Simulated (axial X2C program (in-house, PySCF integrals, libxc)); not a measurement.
# Excited states of YI by EOM-EE-CCSD

Computed with an axial X2C code built on PySCF integrals: two-component X2C with atomic mean-field Coulomb and Gaunt terms, Gaussian nuclei, basis I dyall-acv3z, Y dyall-acv3z with contracted cores.

R = 2.768 Å (near the PBE0 minimum at charge 0 of the determinant lowest at the starting distance; the state shown can have its own minimum elsewhere).

Vertical excitation energies from the closed-shell determinant state of YI:

```json
{"Ω": "0⁻", "excitation (eV)": "1.247", "cm⁻¹": "10061", "hole of the leading pair": "62% Y sσ, 14% Y dσ, 11% Y pσ", "particle of the leading pair": "44% Y dσ, 27% Y pσ, 14% Y dπ", "weight of the pair (for Ω = 0 its time-reversed partner can hold as much again)": "0.49", "singles weight": "0.98"}
{"Ω": "1", "excitation (eV)": "1.262", "cm⁻¹": "10179", "hole of the leading pair": "62% Y sσ, 14% Y dσ, 11% Y pσ", "particle of the leading pair": "52% Y dσ, 31% Y pσ, 6% Y dπ", "weight of the pair (for Ω = 0 its time-reversed partner can hold as much again)": "0.91", "singles weight": "0.98"}
{"Ω": "0⁺", "excitation (eV)": "1.356", "cm⁻¹": "10934", "hole of the leading pair": "62% Y sσ, 14% Y dσ, 11% Y pσ", "particle of the leading pair": "57% Y dπ, 39% Y pπ", "weight of the pair (for Ω = 0 its time-reversed partner can hold as much again)": "0.49", "singles weight": "0.98"}
{"Ω": "2", "excitation (eV)": "1.366", "cm⁻¹": "11018", "hole of the leading pair": "62% Y sσ, 14% Y dσ, 11% Y pσ", "particle of the leading pair": "60% Y dπ, 35% Y pπ", "weight of the pair (for Ω = 0 its time-reversed partner can hold as much again)": "0.97", "singles weight": "0.98"}
{"Ω": "1", "excitation (eV)": "1.381", "cm⁻¹": "11137", "hole of the leading pair": "62% Y sσ, 14% Y dσ, 11% Y pσ", "particle of the leading pair": "41% Y dπ, 28% Y pπ, 17% Y dσ", "weight of the pair (for Ω = 0 its time-reversed partner can hold as much again)": "0.54", "singles weight": "0.98"}
{"Ω": "0⁻", "excitation (eV)": "1.395", "cm⁻¹": "11249", "hole of the leading pair": "62% Y sσ, 14% Y dσ, 11% Y pσ", "particle of the leading pair": "44% Y dπ, 30% Y pπ, 14% Y dσ", "weight of the pair (for Ω = 0 its time-reversed partner can hold as much again)": "0.49", "singles weight": "0.98"}
{"Ω": "3", "excitation (eV)": "1.601", "cm⁻¹": "12909", "hole of the leading pair": "62% Y sσ, 14% Y dσ, 11% Y pσ", "particle of the leading pair": "96% Y dδ", "weight of the pair (for Ω = 0 its time-reversed partner can hold as much again)": "0.98", "singles weight": "0.98"}
```

This point took 76 s on 1 thread of Arm Neoverse V1 (shared host).

Reference electrons by ω block (each with its −ω partner): 1/2: 30, 3/2: 13, 5/2: 3. 18 electrons of YI correlated (inner shells frozen), 84 natural virtual spinors (a truncated set); levels can be off by some tenths of an eV. Roots sought by Ω: (0: 5, 1: 4, 2: 3, 3: 1); the list ends where they run out and leaves out roots under 60 % singles weight. The solver can skip a root, and states that need a further excitation, which the method places far too high, are missing though they may lie low or lowest. T1 of the reference 0.015 (Lee–Taylor). Number of frozen shells: I 4 s, 3 p, 2 d; Y 3 s, 2 p, 1 d.
